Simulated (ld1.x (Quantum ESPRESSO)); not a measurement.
# W: variants of one TM potential

Base potential:

* Element: tungsten (W)
* Generator: ld1.x (Quantum ESPRESSO) 7.5
* Type: norm-conserving Troullier–Martins (Kleinman–Bylander form)
* Functional: PBE
* Relativity: scalar-relativistic
* Frozen core: [Xe] 4f14
* Valence charge: 6
* Reference configuration: 5d4 6s1.75 6p0 (charge +0.25)
* Partial waves: 6s (bound): rc 2.85 bohr; 6p (bound, empty): rc 2.65 bohr; 5d (bound): rc 1.80 bohr
* Local potential: all-electron potential smoothed inside 2.55 bohr (lloc = -2)
* Core correction: none

All-electron outer shells of the reference configuration (PBE, scalar-relativistic, ld1.x):

```
shell  level (eV)  outermost node (bohr)  outermost maximum (bohr)
   5p      -44.97                   0.57                      1.09
   4f      -34.96                      –                      0.43
   6s       -7.26                   1.28                      2.64
   5d       -6.19                   0.63                      1.49
   6p       -2.63                   1.53                      3.61
```

Cutoffs, loose and tight: the cutoffs (Ry, on a coarse ladder) from which the occupation-weighted sum of valence levels, in a spherical-Bessel basis at the reference potential, stays within 10 and 1 mRy of its value at 400 Ry. They do not see the model core or the augmentation charge, which bear on the density cutoff. Test errors are all-electron minus pseudo excitation energies from the reference, over the configurations 5d4 6s2 6p0; 5d4 6s1 6p0; 5d4 6s0 6p0; 5d2 6s0 6p0; 5d3 6s0 6p0; 5d4 6s0 6p1; 5d4 6s0 6p2. A dash means not determined; rows that change the core or the reference have their own tests. The largest error is taken over the tests solved by every variant that gives reliable tests at all: 5d2 6s0 6p0; 5d3 6s0 6p0; 5d4 6s0 6p0; 5d4 6s1 6p0; 5d4 6s2 6p0.

A true bound ghost makes a file unfit for plane-wave use even where its test errors are small: the radial tests pick states by their node count and pass the ghost by. Where a test does run into it, the solver fails or the error is huge.

| change | outcome | cutoff, loose | cutoff, tight | bound ghosts | largest test error (meV) |
| --- | --- | --- | --- | --- | --- |
| base | generated | 30 Ry | 35 Ry | none | +137 |
| local potential all-electron potential smoothed inside 1.18 bohr (lloc = -2) | generated | 30 Ry | 35 Ry | s, p | +231 |
| local potential all-electron potential smoothed inside 1.58 bohr (lloc = -2) | generated | 30 Ry | 35 Ry | s, p | +225 |
| local potential all-electron potential smoothed inside 2.06 bohr (lloc = -2) | generated | 30 Ry | 35 Ry | none | +202 |
| local potential all-electron potential smoothed inside 2.42 bohr (lloc = -2) | generated | 30 Ry | 35 Ry | none | +157 |
| local potential all-electron potential smoothed inside 3.18 bohr (lloc = -2) | generated | 30 Ry | 35 Ry | none | +57 |

Problem. What comes out with this change to the base: local potential all-electron potential smoothed inside 2.84 bohr (lloc = -2)?

Solution. outcome: generated; cutoff, loose: 30 Ry; cutoff, tight: 35 Ry; bound ghosts: none; largest test error (meV): +90.

Reading the sweep of the rcloc (base included, trends over the rows without a ghost): The loose cutoff stays near 30 Ry. The median size of the test errors (rows with all tests solved) falls from 33.0 meV at 2.06 to 21.1 meV at 3.18 bohr. Bound ghosts are found at 1.18, 1.58 bohr.
